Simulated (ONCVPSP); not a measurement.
## In (Z = 49), ONCV: configuration errors across variants

```
Element                 : In (Z = 49)
Generator               : ONCVPSP 4.0.1
Type                    : optimised norm-conserving Vanderbilt (ONCV)
Functional              : PBE
Relativity              : scalar-relativistic
Frozen core             : [Kr]
Valence charge          : 13
Reference configuration : 4d10 5s2 5p0.5 (charge +0.5)
Partial waves           : 5s: rc 2.10 bohr, ncon 4, nbas 7, qcut 2.8 1/bohr, 3 projectors, debl 0.6 Ha; 5p: rc 2.95 bohr, ncon 4, nbas 7, qcut 3 1/bohr, 1 projector; 4d: rc 1.70 bohr, ncon 5, nbas 9, qcut 9 1/bohr, 3 projectors, debl 3.3 Ha
Local potential         : polynomial inside 1.60 bohr (lpopt 5, dvloc0 0 Ha)
Core correction         : polynomial model core, fcfact 0.35
```

All-electron excitation energies from the reference (eV): (1) 4d10 5s2 5p1 -1.941; (2) 4d10 5s2 5p0 3.423; (3) 4d10 5s1 5p0 22.658; (4) 4d10 5s0 5p0 50.978.

2 further variants failed, have other tests or another functional or relativity, and are left out.

A true bound ghost makes a file unfit for plane-wave use even where its test errors are small: the radial tests pick states by their node count and pass the ghost by.

Errors AE − PS in meV (a dash: test not solved or not reliable):

```csv
change,(1),(2),(3),(4),bound ghosts,GHOST(+) flags above zero
base,+0.7,-1.6,-19,-65,s,s
"core correction Teter function, fcfact 4.75, rcfact 1.6",+0.8,-1.4,-29,-128,s,s
"core correction polynomial model core, fcfact 0.58",+0.7,-1.6,-19,-66,s,s
p: nbas 8,+0.7,-1.7,-20,-67,s,s
d: qcut 9.4,+0.7,-1.6,-19,-65,s,s
s: qcut 2.1,+0.6,-1.7,-18,-59,s,s
p: rc 2.94,+0.7,-1.6,-19,-64,s,s
"local potential polynomial inside 1.60 bohr (lpopt 5, dvloc0 10 Ha)",+0.4,-1.6,-19,-65,s,none
```

(1) Give the same row for: all radii but the core radius scaled by about 0.92 (s 1.92, p 2.70, d 1.56 bohr); local potential polynomial inside 1.46 bohr (lpopt 5, dvloc0 0 Ha).

Answers

(1) +1.2, -1.4, -18, -62; bound ghosts: s; GHOST(+) flags above zero: s, p.
